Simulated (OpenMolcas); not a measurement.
Fe2+ among 3 point charges of -2 e arranged as a planar triangle (D3h).

```json
{"Program": "OpenMolcas 26.06", "Method": "CASSCF", "Basis": "ANO-RCC-VDZP [5s4p2d1f]", "Scalar Hamiltonian": "DKH2, point nucleus", "Active space": "6 electrons in 5 orbitals (3d)", "State averaging": "2S+1 = 5 even, 5 roots; 2S+1 = 3 even, 45 roots; 2S+1 = 1 even, 50 roots", "Spin-orbit coupling": "RASSI with atomic mean-field integrals over the reference wave functions"}
```

All point charges move together. At R = 1.94 Å the first state of the same spin is 4347 cm-1, and at R = 2.19 Å it is 2678 cm-1.

A third run gives 3543 cm-1. What distance was it run at?

With a power law R^-n the two known points give n = -ln(2678 / 4347) / ln(2.19 / 1.94) = 4.00. Then R = 1.94 × (4347 / 3543)^(1/4.00) = 2.042 Å. The run was at 2.04 Å, so the estimate is off by +0.002 Å.

Without dynamic correlation the repulsion within the d shell is too large (B by tens of per cent), so at a given field states of lower spin stand too high. This is an electrostatic model: the charges have no orbitals. No measured value stands beside these numbers.
